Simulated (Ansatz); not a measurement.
Born–Oppenheimer molecular dynamics of CH7BOSi2 (12 atoms, charge 0, multiplicity 1). It starts from a relaxed structure.

Computed with RKS CAM-B3LYP-D4/STO-3G in Ansatz 0.2.0.

* ensemble: NVT, Nosé–Hoover chain
* time step: 0.5 fs
* steps asked: 400
* set temperature: 300 K
* thermostat: time constant 100 fs, chain length 3 (defaults)
* seed: 638432

First frame:

```xyz
12
Properties=species:S:1:pos:R:3
C -1.784 -0.122 0.105
Si 0.004 0.098 -0.415
Si 1.462 -0.951 0.936
B 0.453 1.352 -1.713
O 0.352 1.864 -0.478
H -2.119 -1.146 -0.088
H -1.927 0.076 1.172
H -2.443 0.551 -0.452
H 1.240 -0.614 2.318
H 2.816 -0.604 0.597
H 1.317 -2.376 0.800
H 0.707 1.818 -2.748
```

Question: How far do the bonds stretch over the last three quarters of this one trajectory? (Pairs bonded in most of those frames.)

Answer: 
```
   bond  mean (Å)  spread (Å)  shortest  longest
 C1–Si2     1.877       0.020      1.84     1.92
  C1–H6     1.097       0.026      1.06     1.14
  C1–H7     1.096       0.023      1.06     1.13
  C1–H8     1.097       0.026      1.05     1.14
Si2–Si3     2.252       0.018      2.23     2.29
 Si2–B4     1.861       0.023      1.80     1.90
 Si2–O5     1.802       0.011      1.78     1.82
 Si3–H9     1.444       0.032      1.39     1.49
Si3–H10     1.442       0.023      1.41     1.48
Si3–H11     1.446       0.061      1.35     1.54
  B4–O5     1.342       0.008      1.33     1.36
 B4–H12     1.164       0.002      1.16     1.17
```

Mean temperature of the second half: 222 K. The conserved energy stayed within 0.45 meV per atom of its start (net change 0.23 meV per atom), so the integration is sound. The mean temperature of the second half is 26 % below the set value. A run of 0.2 ps of so small a system gives no equilibrium averages. Limits of this set-up: minimal basis.

Run time: 16 min on 1 thread of AMD EPYC 7R13 Processor (Zen 3), on a shared host, peak memory 0.13 GiB.
